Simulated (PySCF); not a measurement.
Computed IR spectrum (relative IR intensity) of a molecule C₅H₁₀O. Geometry optimised at PBE-D3(BJ)/def2-SVP. The values are those of a single conformer. All values below come from PBE-D3(BJ)/def2-SVP (PySCF). Frequencies are harmonic and unscaled.

ν (cm⁻¹): 68 (vw), 231 (vw), 247 (vw), 260 (vw), 328 (vs), 408 (m), 444 (m), 543 (w), 725 (w), 768 (vw), 811 (w), 913 (m), 937 (m), 996 (w), 1003 (w), 1022 (m), 1029 (m), 1080 (vs), 1095 (m), 1143 (w), 1207 (vw), 1243 (w), 1310 (w), 1335 (m), 1346 (m), 1367 (s), 1418 (m), 1448 (vw), 2968 (w), 2972 (s), 3056 (w), 3059 (m), 3066 (m), 3079 (m), 3159 (m), 3674 (w) (against the strongest line: vs over 80 %, s over 45 %, m over 15 %, w over 4 %, vw less)

Problem. Which molecule gave these data?
A) C=C[C@H](C)CO
B) COC=C(C)C
C) CC/C=C/OC
D) C[C@H](O)C1CC1

Solution. D, C[C@H](O)C1CC1
